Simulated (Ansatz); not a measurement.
`[AlH2][CH2][InH2]` + CH₃OH → `C[O][InH2]` + `[CH3][AlH2]`  (ligand exchange at the In–C bond)

Gas-phase electronic energies from Ansatz, PBE0-D4/def2-TZVP geometries. CBS: MP2 limit from def2 TZ/QZ plus the TZ coupled-cluster correction, frozen cores. This one scheme is used for every species. Functionals use def2-TZVPP. B3LYP here is the variant with VWN-RPA as its local correlation; programs differ in this. def2 core potentials past Kr. For In outer-core shells are correlated without core-valence functions, which leaves a few kJ/mol of doubt a bond.

`[AlH2][CH2][InH2]`:

```xyz
9

Al   -0.253    1.420    0.974
C     0.324    0.429   -0.577
In   -0.001   -1.702   -0.506
H    -1.740    1.977    1.060
H     0.735    1.626    2.203
H     1.403    0.546   -0.719
H    -0.217    0.770   -1.466
H    -1.480   -2.348   -1.120
H     1.229   -2.718    0.152
```

CH₃OH:

Cartesian coordinates in Å:
```
C 0.304 -0.106 -0.152
O -0.565 0.251 0.898
H 1.265 -0.356 0.299
H 0.465 0.717 -0.860
H -0.050 -0.983 -0.708
H -1.419 0.477 0.523
```

`C[O][InH2]`:

Z-matrix (Å, degrees):
```
C
O 1 1.398
H 1 1.101 2 113.8
H 1 1.098 2 110.4 3 120.7
H 1 1.098 2 110.4 3 -120.7
In 2 1.987 1 123.8 3 0.4
H 6 1.713 2 112.1 1 -0.0
H 6 1.703 2 111.6 1 180.0
```

`[CH3][AlH2]`:

Z-matrix (Å, degrees):
```
C
Al 1 1.950
H 1 1.093 2 112.5
H 1 1.093 2 112.6 3 123.1
H 1 1.097 2 109.5 3 -118.4
H 2 1.590 1 120.6 3 29.8
H 2 1.590 1 120.6 3 -151.5
```

```json
{"species": "`[AlH2][CH2][InH2]`", "B3LYP energy (Eh)": "-474.35599"}
{"species": "CH₃OH", "B3LYP energy (Eh)": "-115.77851"}
{"species": "`C[O][InH2]`", "B3LYP energy (Eh)": "-306.57007"}
{"species": "`[CH3][AlH2]`", "B3LYP energy (Eh)": "-283.58036"}
```

(1) Work out ΔE.

Largest T1 diagnostic among the species: 0.017.

## Answers

(1) ΔE = (-306.57007) + (-283.58036) − (-474.35599) − (-115.77851) = -0.01593 Eh = -41.8 kJ/mol. CCSD(T)/CBS gives -32.5 kJ/mol.

At CCSD(T), def2-SVP lies −5.5 kJ/mol from the extrapolated value and def2-TZVPP +2.5 kJ/mol. In def2-TZVPP, CCSD(T) changes the Hartree–Fock value by +6.8 kJ/mol (the triples alone add −0.2 kJ/mol) and MP2 by +9.1 kJ/mol. From PBE to PBE0 (25 % exact exchange), in def2-TZVPP and without D4, ΔE moves by +7.1 kJ/mol.
